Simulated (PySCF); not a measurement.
# Oxygen: a sound run and one with changed settings

Sound run: O²⁺ [He] 2s2 2p2, O³⁺ [He] 2s2 2p1. Calculation: PySCF 2.14, in cc-pVDZ (3s2p1d, 14 functions); the non-relativistic Hamiltonian (point nucleus). In the sound run the correlated levels freeze 1s2. The sound run starts from symmetry-adapted Hartree-Fock orbitals and uses a fine grid where one is needed.

Changed run: basis STO-3G. This setting is unsound on purpose.

```csv
species,method,sound run (hartree),changed run (hartree),converged
O²⁺,UHF,-73.08103,-72.10797,yes
O²⁺,TPSS,-73.27353,-72.28228,yes
O²⁺,LDA,-72.67960,-71.68829,yes
O²⁺,MP2,-73.13657,-72.11973,yes
O²⁺,CCSD(T),-73.15946,-72.12986,yes
O³⁺,UHF,-71.07355,-70.03453,yes
O³⁺,TPSS,-71.24167,-70.18970,yes
O³⁺,LDA,-70.64163,-69.59475,yes
O³⁺,MP2,-71.12405,-70.05893,yes
O³⁺,CCSD(T),-71.15603,-70.07898,yes
```

Ionisation energy of O²⁺:

```csv
method,sound run (eV),changed run (eV)
UHF,54.626,56.421
TPSS,55.290,56.942
LDA,55.456,56.968
MP2,54.764,56.077
SCS-MP2,54.661,56.008
CCSD,54.513,55.807
CCSD(T),54.516,55.807
```

A minimal basis cannot let orbitals breathe on ionisation and holds almost no correlation.

For comparison, NIST gives 54.936 eV between the lowest levels.
